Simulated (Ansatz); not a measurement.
The cluster MgAg6⁺, relaxed as a doublet with UKS PBE-D4/def2-SVP in Ansatz, starting from the GFN1-xTB geometry. Force threshold 0.02 eV/Å.

In the def2 sets Ag takes a core potential; there is no spin–orbit coupling. The relaxation made no stability test and no search for a lower SCF solution. No other spin state of charge 1 was run. Another isomer (doublet) lies 0.96 eV lower at PBE0-D4/def2-TZVP; other spin states weren't run for this one.

Start:

```xyz
7

Mg   -2.377   -1.939   -3.333
Ag    2.284   -0.757    1.994
Ag    0.872    1.630    2.137
Ag   -0.410   -0.722    1.192
Ag    1.495    0.474   -0.403
Ag   -0.870   -0.483   -1.598
Ag   -0.993    1.796    0.010
```

```
         step  energy (eV)  largest force component (eV/Å)  SCF passes
            1  -29433.5582                           0.323          29
            2  -29433.5807                           0.179          25
            3  -29433.5879                           0.039          26
 4 (rejected)  -29433.5852                           0.110          29
            5  -29433.5913                           0.017          26
            6  -29433.5957                           0.018          26
            7  -29433.6004                           0.021          29
            8  -29433.6023                           0.043          30
            9  -29433.6031                           0.030          28
10 (rejected)  -29433.6030                           0.035          25
           11  -29433.6034                           0.019          25
           12  -29433.6035                           0.008          27
```

Force components are those of the run's own axes.

End:

```xyz
7

Mg   -1.887   -2.165   -3.266
Ag    2.231   -0.916    1.832
Ag    1.022    1.582    2.112
Ag   -0.494   -0.599    1.198
Ag    1.334    0.348   -0.490
Ag   -1.225   -0.238   -1.530
Ag   -0.981    1.988    0.145
```

By distances, no bond broke or formed. The bond that changes most is Ag4–Ag5, from 2.76 to 2.66 Å (atoms count from 1).

The force fell under the threshold at step 5, but the optimiser went on and released 0.012 eV more. No frequencies were taken in this run, so the end may be a saddle point.

It took 91 s on 4 threads of Arm Neoverse V1 on a shared host.
